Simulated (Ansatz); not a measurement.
Y2F6, relaxed as a singlet with RKS PBE0-D4/def2-SVP in Ansatz, starting from the GFN2-xTB geometry. Force threshold 0.02 eV/Å.

In the def2 sets Y takes a core potential; there is no spin–orbit coupling. The relaxation made no stability test and no search for a lower SCF solution. No other spin state of charge 0 was run. The structure comes from a short search, and lower isomers may exist.

Start:

```xyz
8

Y    -0.523    3.229   -0.217
Y     0.033   -1.116   -0.229
F    -1.161    0.710   -0.343
F     0.938    2.765    1.614
F     1.271   -0.489   -1.514
F    -1.632   -1.734   -0.970
F     0.596   -2.927    0.163
F     0.477   -0.438    1.496
```

```tsv
step	energy (eV)	largest force component (eV/Å)	SCF passes
1	-18362.8755	5.584	78
2	-18366.5011	5.298	56
3	-18368.8787	3.588	41
4	-18369.7606	1.998	26
5	-18370.5316	1.372	25
6	-18371.2430	2.111	25
7	-18372.1095	2.666	25
8	-18373.0962	2.651	25
9	-18374.0166	1.696	25
10	-18374.4349	1.786	25
11	-18374.6559	0.838	20
12	-18374.7836	0.277	26
13	-18374.8259	0.732	26
14	-18374.9070	0.486	20
15	-18374.9794	0.164	19
16	-18375.0317	0.136	19
17	-18375.0698	0.275	19
18	-18375.1020	0.233	19
19	-18375.1219	0.022	19
20	-18375.1227	0.227	19
21	-18375.1265	0.061	21
22	-18375.1269	0.001	14
```

Force components are those of the run's own axes.

End:

```xyz
8

Y    -0.025    1.734    0.277
Y     0.028   -1.734   -0.276
F    -1.601    2.826   -0.238
F     1.510    2.678    1.112
F     0.527    0.195   -1.174
F    -1.518   -2.658   -1.113
F     1.593   -2.846    0.232
F    -0.514   -0.196    1.180
```

Bonds lost: Y2–F3 (atoms count from 1). Bonds formed: Y1–F5, Y1–F8 (atoms count from 1). Metal–metal contacts that move far: Y1–Y2 4.38 to 3.51 Å. The end is the same structure that another start reached, the lowest one found.

No frequencies were taken in this run, so the end may be a saddle point.

It took 59 s on 4 threads of Arm Neoverse V2 on a shared host.
